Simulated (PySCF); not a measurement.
C2H7BN2.
SMILES: `C#[N+][B@@H-](C)N`

Torsions of this conformer, `[CH:1]#[N+:2][B@@H-:3]([CH3:4])[NH2:5]`: C1–N2–B3–C4 -100°, H–N5–B3–N2 70°, H–N5–B3–N2 -69°.

The closed-shell ground state was solved at several levels (PySCF, density fitting, gas phase, non-relativistic). The structure is a single GFN2-xTB conformer in the gas phase; no vibrational or solvent corrections.

| level | basis functions | HOMO (eV) | LUMO (eV) | gap (eV) | dipole (D) |
| --- | --- | --- | --- | --- | --- |
| B3LYP/pcJ-1 | 205 | -5.88 | -1.30 | 4.58 | 6.10 |
| PBE0/pcSseg-1 | 120 | -6.13 | -1.04 | 5.09 | 6.14 |

(1) Estimate the row for PBE0/def2-SVPD, a basis of 156 functions; the other rows only guide the guess.

(2) Over all these levels, which gives the widest orbital gap and which the narrowest?

(3) How far do the dipole and the HOMO energy spread over the levels?

Answers

(1) HOMO -6.27 eV, LUMO -1.20 eV, gap 5.07 eV, dipole 5.98 D.

(2) PBE0/pcSseg-1 (global hybrid, 25 % exact exchange) has the widest, 5.09 eV, and B3LYP/pcJ-1 (global hybrid, 20 % exact exchange) the narrowest, 4.58 eV. Functional and basis both differ between the two, so the spread mixes both effects.

(3) The dipole runs from 5.98 to 6.14 D (mean 6.07 D) and the HOMO from -6.27 to -5.88 eV.
